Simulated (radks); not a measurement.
Results of a calculation; reference values are marked as such.
Valence configurations of the gadolinium ion Gd+ (all share [Xe]). Code: a radial shooting solver on a logarithmic mesh with Libxc functionals. Model: scalar-relativistic Kohn-Sham, PBE, spin-unpolarised, spherical densities, point nucleus. Energies are relative to 4f7 5d1 6s1; eigenvalues in eV.

4f7 5d1 6s1: E (eV) 0.000; e(4f) -15.030; e(5d) -8.404; e(6s) -9.276
4f8 6s1: E (eV) -4.330; e(4f) -9.170; e(6s) -8.633
4f7 5d1.5 6s0.5: E (eV) 0.497; e(4f) -13.976; e(5d) -7.723; e(6s) -8.840
4f6 5d1 6s2: E (eV) 9.585; e(4f) -24.289; e(5d) -11.357; e(6s) -10.734
4f7 6s1 6p1: E (eV) 3.264; e(4f) -18.606; e(6p) -6.968; e(6s) -10.868
4f5 5d3 6s1: E (eV) 24.367; e(4f) -29.127; e(5d) -11.014; e(6s) -10.179
4f7 6s2: E (eV) -0.599; e(4f) -17.350; e(6s) -10.200
4f7 5d2: E (eV) 1.111; e(4f) -13.005; e(5d) -7.095
4f7 5d0.5 6s0.5 6p1: E (eV) 3.347; e(4f) -17.412; e(5d) -10.099; e(6p) -6.666; e(6s) -10.416
4f6 5d1 6s1 6p1: E (eV) 13.719; e(4f) -25.517; e(5d) -12.335; e(6p) -7.224; e(6s) -11.400

NIST lists [Xe] 4f7 5d1 6s1 as the ground configuration; this level of theory puts 4f8 6s1 lower, by 4.330 eV. The energies are those of spherical spin-averaged densities, not of single terms.
